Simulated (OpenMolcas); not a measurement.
## Fe7+, Ru7+, Os7+: d down the group

- Program: OpenMolcas
- Method: CASSCF
- Basis: ANO-R3
- Scalar Hamiltonian: X2C, finite nucleus
- Spin-orbit coupling: state interaction with AMFI integrals over the reference wave functions, term energies averaged over their components

Active space for each ion: 1 electron in 5 orbitals (d).

Computed levels in cm-1 above ²D_3/2:

| Level | Fe7+ | Ru7+ | Os7+ |
| --- | --- | --- | --- |
| ²D_5/2 | 1795 | 4040 | 13084 |
| weight of ²D in the lowest level (%) | 100 | 100 | 100 |

Measured, with the error of the calculation in %. Measured levels: Fe7+ from Corliss and Sugar, J. Phys. Chem. Ref. Data 11, 135 (1982).

```tsv
Level	Fe7+
²D_5/2	1836 (-2.3)
```

The fine-structure level ²D_5/2 changes by a factor of 7.29 from Fe7+ to Os7+.

With one active electron the reference holds no correlation, so core polarisation is missing. Measured partners are found by configuration, term and J. A level has none where our copy of the source lacks it or the pairing is in doubt (some pairs that miss far off the trend of their configuration count as doubtful), and it then counts in no deviation. Only configurations of the active space appear.
